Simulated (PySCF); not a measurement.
F₃S, SMILES F[S](F)F, multiplicity 2. Atoms are numbered in the order given.

```xyz
4

F      0.0000     1.6573    -0.2853
S      0.0000     0.0000    -0.3588
F      0.0000    -1.6573    -0.2853
F      0.0000     0.0000     1.2084
```
Charge 0, spin multiplicity 2.

Coordinates come from a PBE0-D3(BJ)/def2-TZVP optimisation. A frequency run showed that this geometry is not a minimum. The isomer is the one that the SMILES or the coordinates give; other isomers of the formula were not compared.

Two levels are set side by side: PBE/pcH-1 (PySCF) and PBE0/pcH-1 (PySCF). Contact hyperfine couplings, same geometry. Differences are taken from unrounded values.

| quantity | PBE0 |
|---|---|
| A(iso) of 19F, atom F1 (MHz) | 72.8 |
| A(iso) of 33S, atom S2 (MHz) | 39.8 |
| A(iso) of 19F, atom F3 (MHz) | 72.8 |
| A(iso) of 19F, atom F4 (MHz) | 115.8 |

What does PBE give, and how far is it from PBE0? (Estimate from the structure and the level; the computed values follow.)


```json
[
 {"quantity": "A(iso) of 19F, atom F1 (MHz)", "PBE": "32.3", "PBE minus PBE0": "-40.4"},
 {"quantity": "A(iso) of 33S, atom S2 (MHz)", "PBE": "13.3", "PBE minus PBE0": "-26.5"},
 {"quantity": "A(iso) of 19F, atom F3 (MHz)", "PBE": "32.3", "PBE minus PBE0": "-40.4"},
 {"quantity": "A(iso) of 19F, atom F4 (MHz)", "PBE": "64.8", "PBE minus PBE0": "-51.0"}
]
```

Rough cost on one machine, each run with all the roots and properties that it gave: PBE0 against PBE within a factor of 2.
